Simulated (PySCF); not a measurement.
How methods differ on the ionisation energy of Pb(70+)

Pb(70+) [Ne] 3s2 → Pb(71+) [Ne] 3s1 [3s1/2^1, M_J = 1/2], as a difference of total energies. Computed with PySCF 2.14 in an even-tempered Gaussian basis (17 s from 25 bohr⁻², ratio 2.4; 14 p from 33 bohr⁻², ratio 2.4; 4 d from 110 bohr⁻², ratio 2.6; 4 f from 160 bohr⁻², ratio 2.6), with the two-component X2C-1e Hamiltonian. Correlated levels: 1s2 frozen; the 46 highest virtual spinors dropped. "Screened" scales the spin-orbit matrix elements by Boettger's factors to mimic the two-electron term; Breit and QED terms are absent.

```csv
method,ionisation energy (eV)
GHF (spin-free),9008.1
GMP2 (spin-free),9011.4
GHF (screened spin-orbit),9006.9
GMP2 (screened spin-orbit),9010.8
```

Problem. How much does correlation contribute at GMP2 (screened spin-orbit)?

Solution. 9010.8 − (9006.9) = 3.9 eV, measured against GHF (screened spin-orbit).

Breit and QED terms and the two-electron picture change are absent.

For comparison: 9000 ± 60 eV (theoretical estimate listed by NIST; NIST Atomic Spectra Database, ionization energies).
